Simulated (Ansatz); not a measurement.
System: dimethoxygermane, C$_{2}$H$_{8}$GeO$_{2}$ (charge 0, singlet). 
Structure (B3LYP-D3(BJ)/def2-TZVP (Ansatz, a first-principles code) minimum search):
SMILES: [O](C)[GeH2][O]C
```xyz
13

C     -1.8821     1.0718    -0.8456
O     -1.1096    -0.1127    -0.9786
Ge    -0.0763    -0.6327     0.3782
O      1.1691     0.6061     0.6836
C      2.1194     0.8970    -0.3311
H     -1.2498     1.9566    -0.7210
H     -2.4704     1.1892    -1.7566
H     -2.5708     1.0162     0.0056
H     -0.8755    -0.6899     1.6873
H      0.5585    -1.9401    -0.1154
H      2.8116     1.6413     0.0649
H      2.6943     0.0088    -0.6182
H      1.6429     1.3048    -1.2283
```

Basis-set convergence of Hartree-Fock and MP2 correlation energies (hartree) with Ansatz. Valence correlation only, unless marked. Spin-orbit coupling is left out. Frozen are the shells of the preceding noble gas and the d and f shells that filled before the atom's block. Non-relativistic.

| basis | functions | E(HF) | E(corr, MP2) |
|---|---|---|---|
| cc-pVDZ | 123 | -2305.47550 | -0.75841 |
| cc-pVTZ | 275 | -2305.63149 | -0.95310 |
| cc-pVQZ | 528 | -2305.65375 | -1.02151 |

Extrapolating the two largest sets (X = 3 and 4) as X^-3: E(corr) = (64·(-1.02151) - 27·(-0.95310))/37 = -1.0714 Eh, an estimate of the basis-set limit. The largest set recovers 95.3 % of it, the smallest 70.8 %.
